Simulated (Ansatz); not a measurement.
Saddle point of SiN₂H₉Cl, singlet (SiH₃Cl ([SiH3][Cl]) + NH₃ + NH₃ → SiNH₄Cl ([NH2][SiH2][Cl]) + NH₃ + H₂; bonds formed: H2–H8, H6–N9; dative contacts that become bonds: Si1–N7; bonds broken: Si1–H2, H6–N7, H8–N9), PBE0-D4/def2-TZVP structure:

```json
{"atom": "Si1", "x (Å)": "-1.1310", "y (Å)": "-0.6050", "z (Å)": "0.5322"}
{"atom": "H2", "x (Å)": "-0.2744", "y (Å)": "-1.0513", "z (Å)": "-0.8187"}
{"atom": "H3", "x (Å)": "-1.7717", "y (Å)": "-1.9572", "z (Å)": "0.5027"}
{"atom": "H4", "x (Å)": "-1.8836", "y (Å)": "0.0091", "z (Å)": "1.6909"}
{"atom": "Cl5", "x (Å)": "-1.9937", "y (Å)": "0.9188", "z (Å)": "-0.7902"}
{"atom": "H6", "x (Å)": "1.1559", "y (Å)": "0.9197", "z (Å)": "-0.1577"}
{"atom": "N7", "x (Å)": "0.4658", "y (Å)": "-0.3073", "z (Å)": "1.2736"}
{"atom": "H8", "x (Å)": "0.4651", "y (Å)": "-0.1033", "z (Å)": "-1.2130"}
{"atom": "N9", "x (Å)": "1.0437", "y (Å)": "0.8596", "z (Å)": "-1.1884"}
{"atom": "H10", "x (Å)": "1.1608", "y (Å)": "-1.0271", "z (Å)": "1.1116"}
{"atom": "H11", "x (Å)": "0.4249", "y (Å)": "-0.0895", "z (Å)": "2.2609"}
{"atom": "H12", "x (Å)": "1.9236", "y (Å)": "0.8448", "z (Å)": "-1.6894"}
{"atom": "H13", "x (Å)": "0.4147", "y (Å)": "1.5888", "z (Å)": "-1.5144"}
```

Energies are electronic, without zero-point energy. Barriers and step energies count from the start structure reached by relaxing down the imaginary mode; all methods use the PBE0-D4 structures, on which another method's saddle can fall below an end. Ansatz 0.2.0; basis: def2-TZVPP, with def2-QZVPP for the basis limit; cores frozen in the correlated methods. B3LYP uses VWN-RPA correlation. Extrapolation: Hartree–Fock as exp(−7.88 √X), correlation as X^−2.97.

| method | barrier (eV) | step energy (eV) |
| --- | --- | --- |
| SPW92 | 0.858 | 0.081 |
| PBE-D4 | 1.230 | -0.094 |
| BLYP-D4 | 1.354 | -0.231 |
| r2SCAN-D4 | ? | -0.153 |
| B97M-V | 1.314 | -0.155 |
| PBE0-D4 | ? | -0.080 |
| B3LYP-D4 | 1.430 | -0.204 |
| r2SCAN0-D4 | 1.359 | -0.129 |
| BHLYP-D4 | ? | -0.188 |
| CAM-B3LYP-D4 | 1.456 | -0.185 |
| wB97X-V | 1.492 | -0.142 |
| wB97M-V | 1.463 | -0.146 |
| B2PLYP | 1.525 | -0.209 |
| PBE-QIDH | 1.440 | -0.111 |
| RPA on PBE | 1.611 | -0.157 |
| HF | 2.014 | -0.296 |
| MP2 | 1.482 | -0.206 |
| CCSD | 1.622 | -0.162 |
| CCSD(T) | 1.540 | -0.159 |

**Question.** Fill in the withheld barriers. (Judge from chemistry; the value comes from the calculation.)

**Answer.** Computed: r2SCAN-D4 1.277; BHLYP-D4 1.555; PBE0-D4 1.335 eV. Each is the energy of the saddle less that of the start structure, by the same method.

For comparison, the barrier by CCSD(T) at an estimated basis limit (MP2 extrapolated from triple and quadruple zeta, plus CCSD(T) − MP2 in triple zeta) is 1.467 eV.

T1 diagnostic: at most 0.010.

Labels in which every atom is bracketed show which atoms are joined, not bond orders.

For scale, one of the runs: CCSD(T)/def2-TZVPP, 272 basis functions, launched by `ansatz run in.yaml --threads 8 --pin off --events-out ev --progress --plain --max-ram 19148MiB`. The run took 110 s on 8 CPU threads of an Arm Neoverse V1 (shared host), with 7 GiB of host memory at its peak.
